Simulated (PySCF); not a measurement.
SMILES CC(=O)[SiH2][GeH3] (C₂H₈GeOSi), singlet, GFN2-xTB optimised geometry.

```
13

C      2.67    -0.70     0.00
C      1.17    -0.70     0.00
O      0.51    -1.72     0.00
Si     0.18     0.95     0.00
Ge    -1.95     0.02     0.00
H      3.02    -0.17    -0.88
H      3.07    -1.72     0.00
H      3.02    -0.17     0.88
H      0.58     1.72     1.18
H      0.58     1.72    -1.18
H     -2.25    -0.83    -1.19
H     -2.24    -0.84     1.19
H     -3.07     1.03     0.01
```

Density from CAM-B3LYP/def2-TZVP (PySCF) at that geometry.

Minimum of the electron density along straight lines between bonded atoms, close to the bond critical point (lines longer than 1.1 times the sum of covalent radii, or with two minima, are not listed):

```
bond     length / Å  ρ at the minimum / e bohr⁻³  ∇²ρ there / e bohr⁻⁵  position (fraction from the first atom)
-------  ----------  ---------------------------  --------------------  ---------------------------------------
C1–C2         1.499                        0.267                     …                                     0.49
C2–O3         1.212                            …                 -0.10                                     0.34
C2–Si4        1.926                            …                  0.13                                     0.62
Si4–Ge5       2.328                        0.098                 -0.17                                     0.47
C1–H6         1.088                        0.277                 -0.95                                     0.64
C1–H7         1.088                        0.281                 -0.98                                     0.65
C1–H8         1.088                        0.277                 -0.95                                     0.64
Si4–H9        1.467                        0.124                  0.18                                     0.49
Si4–H10       1.467                        0.124                  0.18                                     0.49
Ge5–H11       1.494                        0.142                  0.08                                     0.60
Ge5–H12       1.493                        0.142                  0.08                                     0.60
Ge5–H13       1.505                        0.139                  0.10                                     0.59
```

Question: Complete the blanks.

Answer: 
- C1–C2, ∇²ρ there / e bohr⁻⁵: -0.72
- C2–O3, ρ at the minimum / e bohr⁻³: 0.418
- C2–Si4, ρ at the minimum / e bohr⁻³: 0.116
